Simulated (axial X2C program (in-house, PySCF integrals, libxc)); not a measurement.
## Potential curves of WF⁺, without spin–orbit coupling

Calculated with an in-house relativistic program for diatomic molecules. Spin-free means the one-electron spin-free X2C Hamiltonian. Basis: W dyall-cv3z [13s14p9d7f4g], F dyall-av3z [7s6p3d2f] (cores contracted in-house); Gaussian nuclei, density fitting, unrestricted open shells. Masses: W 183.951 u, F 18.998 u.

State: M_S = 2, Λ = 1 (beyond evenly filled blocks: σα, π+α, δ+α, δ-α). Energies in cm⁻¹ from the fragments at the same level (W+ + F). Fits are polynomials in 1 − R0/R over 0.85 to 1.23 times the lowest point R0.

```
 R (Å)    PBE0
1.5512  -27652
1.6225  -35378
1.6760  -38656
1.7295  -40324
1.7830  -40768
1.8454  -40142
1.9078  -38635
1.9880  -35846
2.0861  -31693
2.2287  -25143
```

The state is a single determinant with fixed occupations, the lowest that a limited PBE0 search found. Dissociation energies refer to the lowest single-determinant-based atoms at the same level and basis. The functionals have no current-density term, which raises determinants with orbital currents, atoms included.

**Question.** What are Re, ωe and De at the PBE0 level?

**Answer.** At PBE0, spin-free: Re = 1.779 Å, ωe ≈ 798 cm⁻¹, De = 5.05 eV to W+ + F; Be follows as 0.309 cm⁻¹.
